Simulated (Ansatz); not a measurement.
System: CrO₃, net charge -1, doublet state. The spin state was set by rule; other spins were not relaxed. SMILES of the parent species: [O]=[Cr](=[O])=[O]
Coordinates optimised at B3LYP-D3(BJ)/def2-TZVP (Ansatz, a first-principles code):
```
Cr
O 1 1.6225
O 1 1.6225 2 120.00
O 1 1.6225 2 120.00 3 -180.00
```
Charge -1, spin multiplicity 2.

Parts of the frozen-core correlation energy in 6-31G* (Ansatz, hartree). Frozen orbitals: 12; correlated occupied orbitals by spin: 13 and 12; virtual: 56 and 57. UHF or UKS for open shells. No spin-orbit coupling. No relativistic terms. The program attaches cautions to this run: large difference.

| term | value |
|---|---|
| reference (HF) | -1267.72705 |
| MP2 opposite-spin | [?] |
| MP2 same-spin | [?] |
| CCSD correlation | -0.77861 |
| (T) | [?] |
| T1 diagnostic | 0.109 |
| largest doubles amplitude | 0.127 |
| <S^2> of the reference | 2.553 |

**Question.** Fill in the missing entries.

**Answer.** 
- MP2 opposite-spin, value: -0.44671
- MP2 same-spin, value: -0.23566
- (T), value: -0.05508
